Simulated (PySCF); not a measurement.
# Telling isomers of C$_{3}$H$_{8}$FNSi apart by NMR

Level of theory: NMR shieldings at PBE0/pcSseg-1/GIAO, GFN2-xTB geometry, in PySCF (a single conformation, non-relativistic, no solvent, fast rotation and ring inversion assumed for equivalent nuclei).

Chemical shifts δ = σref − σ; ¹H, ¹³C against TMS, all at this level. Splittings of carbon signals by F and P are missing where no couplings were computed. Where no couplings were computed, multiplicities follow the n + 1 count of equivalent neighbours, and m marks all less simple cases (inequivalent or close neighbours, rings, F or P nearby). Shifts are as computed. Against solution values, carbons near 30 ppm lie about +3 ppm off and those near 130 ppm about +5 ppm. Of 1211 compounds with measured shifts, 218 miss one by over three times the rms of a fit or turn the order of signals round; such compounds aren't used in these exercises. OH and NH positions are gas-phase values without hydrogen bonding to other molecules.

(1) Tabulate the signals of `N[Si@@H]1CC[C@@H]1F`, `C=C(CF)[SiH2]N` and their relative energies.

(2) What is the quickest way to tell N[Si@@H]1CC[C@@H]1F from C=C(CF)[SiH2]N?

Results:

(1) 
```json
{"SMILES": "N[Si@@H]1CC[C@@H]1F", "carbon types": "1×CH 2×CH2", "δC": "99.9, 30.8, 13.9", "δH": "5.17 (m, 1H), 5.16 (m, 1H), 2.67 (m, 1H), 2.21 (m, 1H), 1.49 (m, 1H), 1.42 (m, 1H), 0.88 (br s, 2H)", "E rel. (kcal/mol)": "0.0"}
{"SMILES": "C=C(CF)[SiH2]N", "carbon types": "1×C 2×CH2", "δC": "161.7, 127.8, 91.9", "δH": "5.89 (m, 1H), 5.52 (m, 1H), 5.49 (m, 2H), 5.01 (s, 2H), 0.18 (br s, 2H)", "E rel. (kcal/mol)": "5.5"}
```

Energies are electronic energies at PBE0/pcSseg-1 on these geometries, without zero-point or thermal terms, each for the one conformer computed, which needn't be the lowest.

(2) Both give the same number of carbon signals, but DEPT or the intensities differ. The first has an sp3 CH bonded to F and Si at 99.9 ppm, the second a fully substituted alkene carbon (C) at 161.7 ppm. In the proton spectra the most deshielded non-exchanging signals are 5.17 (m, 1H) and 5.89 (m, 1H).
